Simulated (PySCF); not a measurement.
Isomers of C5H9N3Si.

All values: PBE0/pcSseg-1 (PySCF) at GFN2-xTB geometries, gas phase, one conformer each.

**Question.** Rank by dipole moment, lowest first.
A. `Cc1nnc(C)c([SiH3])n1`
B. `[SiH3:1][c:2]1[cH:3][n:4][n:5][n:6]1[CH:7]1[CH2:8][CH2:9]1` with N5–N6–C7–C8 -15°
C. `[SiH3:1][n:2]1[n:3][n:4][cH:5][c:6]1[CH:7]1[CH2:8][CH2:9]1` with C5–C6–C7–C8 35°
D. `[CH2:1]=[CH:2][n:3]1[n:4][n:5][c:6]([CH3:7])[c:8]1[SiH3:9]` with C1–C2–N3–N4 0°
E. `[CH3:1][N:2]([CH3:3])[Si@H:4]1[CH2:5][C:6]([C:7]#[N:8])=[N:9]1` with C1–N2–Si4–C5 -121°
F. `[CH2:1]=[CH:2][CH2:3][n:4]1[n:5][cH:6][c:7]([SiH3:8])[n:9]1` with C1–C2–C3–N4 -127°, C2–C3–N4–N5 -75°

**Answer.** F (0.88 D), A (2.58 D), D (3.72 D), B (4.17 D), C (4.94 D), E (5.78 D).

**Question.** Rank by LUMO energy, lowest first.
A. `[H]/[N:9]=[CH:8]\[CH2:7][SiH2:6]/[N:5]=[C:2](\[CH3:1])[C:3]#[N:4]` with C2–N5–Si6–C7 -119°, N5–Si6–C7–C8 -170°, Si6–C7–C8–N9 95°
B. `[CH2:1]=[CH:2][n:3]1[n:4][n:5][c:6]([CH3:7])[c:8]1[SiH3:9]` with C1–C2–N3–N4 0°
C. `[CH3:1][N:2]([CH3:3])[Si@H:4]1[CH2:5][C:6]([C:7]#[N:8])=[N:9]1` with C1–N2–Si4–C5 -121°
D. `[SiH3:1][n:2]1[n:3][n:4][cH:5][c:6]1[CH:7]1[CH2:8][CH2:9]1` with C5–C6–C7–C8 35°
E. `[SiH3:1][c:2]1[cH:3][n:4][n:5][n:6]1[CH:7]1[CH2:8][CH2:9]1` with N5–N6–C7–C8 -15°

**Answer.** A (-2.32 eV), C (-2.01 eV), B (-1.36 eV), E (-0.51 eV), D (-0.09 eV).

**Question.** Rank by the highest IAO charge on any atom, highest value first.
A. `[CH3:1][N:2]([CH3:3])[Si@H:4]1[CH2:5][C:6]([C:7]#[N:8])=[N:9]1` with C1–N2–Si4–C5 -121°
B. `[SiH3:1][n:2]1[n:3][n:4][cH:5][c:6]1[CH:7]1[CH2:8][CH2:9]1` with C5–C6–C7–C8 35°
C. `[CH2:1]=[CH:2][CH2:3][n:4]1[n:5][cH:6][c:7]([SiH3:8])[n:9]1` with C1–C2–C3–N4 -127°, C2–C3–N4–N5 -75°
D. `[CH2:1]=[CH:2][n:3]1[n:4][n:5][c:6]([CH3:7])[c:8]1[SiH3:9]` with C1–C2–N3–N4 0°
E. `[H]/[N:9]=[CH:8]\[CH2:7][SiH2:6]/[N:5]=[C:2](\[CH3:1])[C:3]#[N:4]` with C2–N5–Si6–C7 -119°, N5–Si6–C7–C8 -170°, Si6–C7–C8–N9 95°

**Answer.** A (+1.141 e), E (+0.897 e), B (+0.749 e), C (+0.621 e), D (+0.594 e).

All values together:

```json
{"SMILES": "[H]/N=C\\C[SiH2]/N=C(\\C)C#N", "μ (D)": "3.71", "HOMO (eV)": "-7.43", "LUMO (eV)": "-2.32", "lowest IAO charge (e)": "-0.578 (C)", "highest IAO charge (e)": "+0.897 (Si)", "lowest Hirshfeld charge (e)": "-0.242 (N)", "highest Hirshfeld charge (e)": "+0.381 (Si)"}
{"SMILES": "[SiH3]n1nncc1C1CC1", "μ (D)": "4.94", "HOMO (eV)": "-6.95", "LUMO (eV)": "-0.09", "lowest IAO charge (e)": "-0.281 (C)", "highest IAO charge (e)": "+0.749 (Si)", "lowest Hirshfeld charge (e)": "-0.140 (N)", "highest Hirshfeld charge (e)": "+0.386 (Si)"}
{"SMILES": "[SiH3]c1cnnn1C1CC1", "μ (D)": "4.17", "HOMO (eV)": "-7.48", "LUMO (eV)": "-0.51", "lowest IAO charge (e)": "-0.294 (C)", "highest IAO charge (e)": "+0.602 (Si)", "lowest Hirshfeld charge (e)": "-0.146 (N)", "highest Hirshfeld charge (e)": "+0.319 (Si)"}
{"SMILES": "CN(C)[Si@H]1CC(C#N)=N1", "μ (D)": "5.78", "HOMO (eV)": "-6.98", "LUMO (eV)": "-2.01", "lowest IAO charge (e)": "-0.591 (C)", "highest IAO charge (e)": "+1.141 (Si)", "lowest Hirshfeld charge (e)": "-0.249 (N)", "highest Hirshfeld charge (e)": "+0.444 (Si)"}
{"SMILES": "Cc1nnc(C)c([SiH3])n1", "μ (D)": "2.58", "HOMO (eV)": "-6.50", "LUMO (eV)": "-1.96", "lowest IAO charge (e)": "-0.440 (C)", "highest IAO charge (e)": "+0.604 (Si)", "lowest Hirshfeld charge (e)": "-0.145 (N)", "highest Hirshfeld charge (e)": "+0.319 (Si)"}
{"SMILES": "C=Cn1nnc(C)c1[SiH3]", "μ (D)": "3.72", "HOMO (eV)": "-7.07", "LUMO (eV)": "-1.36", "lowest IAO charge (e)": "-0.437 (C)", "highest IAO charge (e)": "+0.594 (Si)", "lowest Hirshfeld charge (e)": "-0.135 (N)", "highest Hirshfeld charge (e)": "+0.318 (Si)"}
{"SMILES": "C=CCn1ncc([SiH3])n1", "μ (D)": "0.88", "HOMO (eV)": "-7.63", "LUMO (eV)": "-0.41", "lowest IAO charge (e)": "-0.306 (C)", "highest IAO charge (e)": "+0.621 (Si)", "lowest Hirshfeld charge (e)": "-0.133 (N)", "highest Hirshfeld charge (e)": "+0.316 (Si)"}
```

Conformers: `[H]/[N:9]=[CH:8]\[CH2:7][SiH2:6]/[N:5]=[C:2](\[CH3:1])[C:3]#[N:4]` with C2–N5–Si6–C7 -119°, N5–Si6–C7–C8 -170°, Si6–C7–C8–N9 95°; `[SiH3:1][n:2]1[n:3][n:4][cH:5][c:6]1[CH:7]1[CH2:8][CH2:9]1` with C5–C6–C7–C8 35°; `[SiH3:1][c:2]1[cH:3][n:4][n:5][n:6]1[CH:7]1[CH2:8][CH2:9]1` with N5–N6–C7–C8 -15°; `[CH3:1][N:2]([CH3:3])[Si@H:4]1[CH2:5][C:6]([C:7]#[N:8])=[N:9]1` with C1–N2–Si4–C5 -121°; `[CH2:1]=[CH:2][n:3]1[n:4][n:5][c:6]([CH3:7])[c:8]1[SiH3:9]` with C1–C2–N3–N4 0°; `[CH2:1]=[CH:2][CH2:3][n:4]1[n:5][cH:6][c:7]([SiH3:8])[n:9]1` with C1–C2–C3–N4 -127°, C2–C3–N4–N5 -75°.
